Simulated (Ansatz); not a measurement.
CH$_{6}$GaN, closed shell: at the end structure of a reaction step.

in.yaml

```yaml
crystal:
  periodic: [false, false, false]
  atoms:
    - {symbol: Ga, position_ang: [-1.768152, -0.451561, 0.022912]}
    - {symbol: C, position_ang: [1.288551, 0.835855, -0.051190]}
    - {symbol: N, position_ang: [-1.000743, -1.961803, 0.128375]}
    - {symbol: H, position_ang: [1.095794, -0.236326, 0.020683]}
    - {symbol: H, position_ang: [-2.144112, 1.028009, -0.076536]}
    - {symbol: H, position_ang: [2.365362, 1.003266, -0.060627]}
    - {symbol: H, position_ang: [0.863109, 1.234924, -0.973241]}
    - {symbol: H, position_ang: [0.859913, 1.354990, 0.807389]}
    - {symbol: H, position_ang: [-1.559622, -2.807254, 0.182133]}
basis:
  gaussian: {orbitals: def2-TZVPP}
hamiltonian: {xc: {name: BHLYP}, dispersion: d4}
```

Command:

```bash
ansatz run in.yaml --threads 4 --pin off --events-out ev --progress --plain --max-ram 9574MiB
```

Output of Ansatz 0.2.0:

```
Functional definition: BHLYP
  name "BHLYP"
  cite "Becke, J. Chem. Phys. 98, 1372 (1993) doi:10.1063/1.464304"
  cite "Becke, Phys. Rev. A 38, 3098 (1988) doi:10.1103/PhysRevA.38.3098"
  cite "Lee, Yang & Parr, Phys. Rev. B 37, 785 (1988) doi:10.1103/PhysRevB.37.785"
  parameter a = 0.5
  exchange = (1 - a)*b88_x + a*exact_x
  correlation = lyp_c
1197 factors; their error is unknown
mean field evaluation 1: about -54986.6528 eV, gradient 7.7e1 eV
mean field evaluation 2: about -54925.9328 eV, gradient 1.4e2 eV
mean field evaluation 4: about -54999.2573 eV, gradient 9.2e0 eV
mean field evaluation 8: about -54999.4461 eV, gradient 1.3e-1 eV
mean field evaluation 16: about -54999.8424 eV, gradient 2.2e-4 eV
mean field -54999.84235699 eV, -2021.2069263873 hartree, gradient 7.2e-5 eV, S^2 0.000000; 0 other end points of the search recorded, 0 dependent functions left out
reference -54999.84253532 eV, -2021.2069329406 hartree; 25, 25 occupied and 169, 169 virtual orbitals, 1197 factors
Total energy: -55000.00049137 eV, -2021.2127377186 hartree
```

The lines “mean field evaluation” count trial sets of orbitals through the whole run, from several starts and some on an approximate energy, so they need not fall steadily or lie above the final value.

The run took about 1.2 s on 4 CPU threads of an Arm Neoverse V2 (shared host).
